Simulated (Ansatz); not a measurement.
Relaxation of the cluster Zr2O2⁺ with UKS r2SCAN-D4/def2-TZVP.

```sh
$ ansatz run in.yaml --threads 2 --pin off --events-out ev --progress --plain --max-ram 4352MiB
```

```yaml
crystal:
  periodic: [false, false, false]
  atoms:
    - {symbol: Zr, position_ang: [0.968010, 0.906320, 0.540770]}
    - {symbol: Zr, position_ang: [-1.513940, 0.692830, -1.451050]}
    - {symbol: O, position_ang: [0.715410, -0.952950, -0.080570]}
    - {symbol: O, position_ang: [-0.169470, -0.646200, 0.990840]}
basis:
  gaussian: {orbitals: def2-TZVP}
total_charge: 1
magnetization: {spin_polarized: true, initial_magnetization: 1}
hamiltonian: {xc: r2scan, dispersion: d4}
scf: {lower_state_search: "off"}
output: {orbitals: {seedname: orbitals}}
relax: {f_tol: 0.02, max_steps: 100}
```

Hardware: 2 threads of Arm Neoverse V1 on a shared host. Wall time 2.5 min.

Positions (Å) and forces (eV/Å) at steps 1, 2, 3, 4, 5, 6, 7, 8, 9 of 9:

```xyz
4
step=1 energy=-6644.4136 eV
Zr    0.968    0.906    0.541   -0.576   -0.503   -0.339
Zr   -1.514    0.693   -1.451    1.020   -0.479    0.914
O     0.715   -0.953   -0.081    0.226    0.374   -0.971
O    -0.169   -0.646    0.991   -0.671    0.608    0.396
4
step=2 energy=-6644.8741 eV
Zr    0.939    0.914    0.519   -0.146    0.424   -0.340
Zr   -1.381    0.612   -1.331    1.324   -0.695    1.103
O     0.654   -0.911   -0.149   -0.278    0.212   -1.131
O    -0.213   -0.615    0.961   -0.900    0.058    0.369
4
step=3 energy=-6645.4507 eV
Zr    0.916    0.936    0.496    0.115    0.966   -0.242
Zr   -1.243    0.532   -1.218    1.489   -0.881    1.321
O     0.578   -0.868   -0.221   -0.667    0.049   -1.086
O    -0.250   -0.600    0.943   -0.938   -0.134    0.006
4
step=4 energy=-6646.0240 eV
Zr    0.896    0.965    0.471    0.350    1.393   -0.233
Zr   -1.115    0.457   -1.099    1.144   -0.619    1.215
O     0.516   -0.838   -0.280   -0.435   -0.400   -0.810
O    -0.297   -0.584    0.907   -1.058   -0.373   -0.172
4
step=5 energy=-6646.3145 eV
Zr    0.905    1.058    0.439    0.715    0.146    0.450
Zr   -0.997    0.395   -0.961   -1.133    0.067   -0.557
O     0.473   -0.855   -0.325    0.593   -0.282    0.166
O    -0.380   -0.597    0.848   -0.174    0.069   -0.059
4
step=6 energy=-6646.3561 eV
Zr    0.940    1.054    0.456   -0.213   -0.192   -0.126
Zr   -1.045    0.386   -0.972    0.188   -0.004    0.188
O     0.502   -0.852   -0.312    0.016    0.093    0.014
O    -0.397   -0.587    0.827    0.009    0.103   -0.077
4
step=7 energy=-6646.3596 eV
Zr    0.933    1.047    0.451   -0.054    0.028   -0.069
Zr   -1.042    0.387   -0.964    0.055    0.082   -0.020
O     0.507   -0.851   -0.310    0.002   -0.023   -0.001
O    -0.399   -0.583    0.823   -0.002   -0.088    0.089
4
step=8 energy=-6646.3601 eV
Zr    0.927    1.046    0.445    0.097    0.071    0.060
Zr   -1.037    0.394   -0.964   -0.074   -0.023   -0.063
O     0.507   -0.852   -0.308   -0.003   -0.025   -0.023
O    -0.397   -0.588    0.827   -0.020   -0.023    0.026
4
step=9 energy=-6646.3606 eV
Zr    0.930    1.048    0.447   -0.002   -0.003   -0.002
Zr   -1.038    0.392   -0.966    0.003   -0.002    0.004
O     0.506   -0.852   -0.309    0.005    0.001   -0.005
O    -0.397   -0.588    0.827   -0.006    0.004    0.003
```

In the def2 sets Zr takes a core potential; there is no spin–orbit coupling. The structure holds one bond between oxygen atoms, so isomers without such links may lie far lower. The charge 1 doublet is spin-contaminated (final ⟨S²⟩ up to 1.26, 0.75 for a pure state). Another isomer (doublet) lies 5.92 eV lower at PBE0-D4/def2-TZVP; other spin states weren't run for this one.
